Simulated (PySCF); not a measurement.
## H₂B, SMILES `[BH2]` (charge 0, multiplicity 2)

All values below come from TPSSh-D3(BJ)/def2-TZVP (PySCF 2.14.0).

The highest occupied spin orbital comes out as -5.57 eV, the dipole moment is 0.51 D and the total energy is -706.12 eV. The cost is about 10 core-seconds (a rough figure).

Bond lengths (Å): B1–H2 1.191, B1–H3 1.191. Bond angles (°): H2–B1–H3 129.1.
Charge 0, spin multiplicity 2.
